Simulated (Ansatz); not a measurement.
C2HCl3, charge -1, doublet, at a GFN2-xTB geometry (a state made from the parent by changing its charge; the spin is typed, not shown lowest) (a gas-phase anion, which may not be bound at this level). Base run: Ansatz (a first-principles code) with BLYP/def2-SVP.

Ansatz was given this input:
Ansatz 0.2 input:
```yaml
crystal:
  periodic: [false, false, false]
  atoms:
    - {symbol: Cl, position_ang: [2.22611663, 0.55357703, 0.15462765]}
    - {symbol: C, position_ang: [0.96945753, -0.61913108, -0.06209815]}
    - {symbol: C, position_ang: [-0.26929125, -0.35778945, 0.36819423]}
    - {symbol: Cl, position_ang: [-1.12701225, 1.49269630, -0.33717137]}
    - {symbol: Cl, position_ang: [-1.42499971, -1.61107533, 0.10439553]}
    - {symbol: H, position_ang: [1.33922314, -1.53684296, -0.50805756]}
basis:
  gaussian:
    orbitals: def2-SVP
hamiltonian:
  xc: blyp
total_charge: -1
magnetization: {spin_polarized: true, initial_magnetization: 1}
```

The base run was repeated with changes; each row names its change, and settings that it needs were set with it.

| change | basis functions | E (Eh) |
|---|---|---|
| base | 87 | -1456.82283 |
| basis = 6-31G | 59 | -1457.20498 |
| basis = def2-SV(P) | 84 | -1456.82049 |
| basis = pcseg-1 | 87 | -1457.29945 |
| basis = 6-31G* | 89 | -1457.27832 |
| basis = aug-pcseg-1 | 136 | -1457.31171 |
| basis = 6-311++G** | 144 | -1457.41648 |
| basis = pcseg-2 | 176 | -1457.45872 |
| basis = cc-pVTZ | 176 | -1457.43617 |
| basis = def2-TZVP | 179 | -1457.42084 |
| basis = def2-TZVPP | 202 | -1457.42154 |
| basis = def2-TZVPD | 221 | -1457.43238 |
| basis = cc-pVQZ | 317 | -1457.46011 |

Totals compare only among sets that treat the same electrons; sets with core potentials leave the core out.

A gas-phase anion may not be bound at this level; its values then depend on the basis.
